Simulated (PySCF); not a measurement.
Relaxation of quintet WCl₂

All numbers come from UPBE0/[W def2-TZVP with ECP60, Cl def2-TZVP], scalar-relativistic core potentials, density fitting, no spin–orbit coupling, PySCF. A (50,194) grid was used.

A start displaced from a saddle point along its imaginary mode, of C2v symmetry, held to at least that symmetry:

```xyz
3
charge 0 multiplicity 5, angstrom
W    -0.0552   -0.0774    0.0000
Cl    0.1452    0.2035    2.2815
Cl    0.1452    0.2035   -2.2815
```

At each step, columns x, y, z (Å) and Fx, Fy, Fz (eV/Å):

```
step 0  E − E(last) = 5.38 kJ/mol
W   -0.055  -0.077   0.000   0.017   0.041   0.000
Cl   0.145   0.204   2.281  -0.008  -0.020  -0.515
Cl   0.145   0.204  -2.281  -0.008  -0.020   0.515
step 1  E − E(last) = 3.70 kJ/mol
W   -0.062  -0.087   0.000  -0.061  -0.068   0.000
Cl   0.149   0.208   2.255   0.030   0.034  -0.121
Cl   0.149   0.208  -2.255   0.030   0.034   0.121
step 2  E − E(last) = 3.15 kJ/mol
W   -0.076  -0.107   0.000  -0.098  -0.119   0.000
Cl   0.156   0.218   2.238   0.049   0.059   0.045
Cl   0.156   0.218  -2.238   0.049   0.059  -0.045
step 3  E − E(last) = 1.81 kJ/mol
W   -0.122  -0.172   0.000  -0.127  -0.157   0.000
Cl   0.179   0.251   2.204   0.064   0.078   0.163
Cl   0.179   0.251  -2.204   0.064   0.078  -0.163
step 4  E − E(last) = 0.46 kJ/mol
W   -0.174  -0.243   0.000  -0.081  -0.082   0.000
Cl   0.204   0.287   2.170   0.041   0.041   0.066
Cl   0.204   0.287  -2.170   0.041   0.041  -0.066
step 5  E − E(last) = 0.12 kJ/mol
W   -0.225  -0.315   0.000   0.043   0.115   0.000
Cl   0.230   0.322   2.135  -0.022  -0.057  -0.132
Cl   0.230   0.322  -2.135  -0.022  -0.057   0.132
step 6  E − E(last) = 0.03 kJ/mol
W   -0.207  -0.290   0.000  -0.021   0.016   0.000
Cl   0.221   0.310   2.146   0.011  -0.008  -0.030
Cl   0.221   0.310  -2.146   0.011  -0.008   0.030
step 7  E − E(last) = 0.01 kJ/mol
W   -0.212  -0.297   0.000  -0.015   0.028   0.000
Cl   0.224   0.314   2.142   0.007  -0.014  -0.035
Cl   0.224   0.314  -2.142   0.007  -0.014   0.035
step 8  E − E(last) = 0.00 kJ/mol
W   -0.217  -0.304   0.000  -0.015   0.030   0.000
Cl   0.226   0.317   2.136   0.007  -0.015  -0.022
Cl   0.226   0.317  -2.136   0.007  -0.015   0.022
step 9  E − E(last) = 0.00 kJ/mol
W   -0.218  -0.305   0.000  -0.021   0.022   0.000
Cl   0.226   0.318   2.134   0.010  -0.011  -0.007
Cl   0.226   0.318  -2.134   0.010  -0.011   0.007
```

It ends at C2v with W–Cl 2.267 Å (×2); Cl–W–Cl 141.3° (after a last refinement on a finer grid). A frequency run shows a minimum.

Open d and f shells are described by one determinant, and the ground state may have another occupation or spin. No spin–orbit coupling is included, which matters more the heavier the element.
